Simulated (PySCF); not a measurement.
Se(iPr)(OH) (C3H8OSe), SMILES CC(C)[Se]O.

Coordinates come from a PBE0-D3(BJ)/def2-SVP optimisation. One conformer was computed; it need not be the lowest.

Computed with TDDFT-PBE0/def2-SVPD in PySCF.

Vertical excitations. Gas-phase values at a fixed geometry.

Computed lowest excited states:
| state | energy (eV) | λ (nm) | f | main pairs |
|---|---|---|---|---|
| S1 | 3.71 | 334 | 0.001 | HOMO→LUMO 98 % |
| S2 | 5.50 | 225 | 0.010 | HOMO−1→LUMO 95 % |
| S3 | 5.58 | 222 | 0.015 | HOMO→LUMO+1 77 %, HOMO→LUMO+2 18 % |
| S4 | 5.72 | 217 | 0.045 | HOMO→LUMO+2 80 %, HOMO→LUMO+1 18 % |
| S5 | 6.29 | 197 | 0.007 | HOMO→LUMO+3 93 % |
| S6 | 6.75 | 184 | 0.021 | HOMO→LUMO+4 94 % |
| S7 | 6.92 | 179 | 0.005 | HOMO→LUMO+5 96 % |
| S8 | 7.36 | 169 | 0.010 | HOMO−4→LUMO 38 %, HOMO−2→LUMO 31 %, HOMO→LUMO+6 15 %, HOMO−3→LUMO 9 % |
| S9 | 7.41 | 167 | 0.015 | HOMO−1→LUMO+1 66 %, HOMO→LUMO+6 16 % |
| S10 | 7.50 | 165 | 0.032 | HOMO→LUMO+6 59 %, HOMO−2→LUMO 20 %, HOMO−1→LUMO+1 15 % |
| T1 | 2.94 | 422 | 0 | HOMO→LUMO 96 % |
| T2 | 4.82 | 257 | 0 | HOMO−1→LUMO 93 % |
| T3 | 4.95 | 251 | 0 | HOMO→LUMO+2 54 %, HOMO→LUMO+1 33 % |
| T4 | 5.52 | 225 | 0 | HOMO→LUMO+1 55 %, HOMO→LUMO+2 38 % |
Triplets are in the Tamm–Dancoff approximation, which puts them higher than full response would, so one can lie above its singlet here.
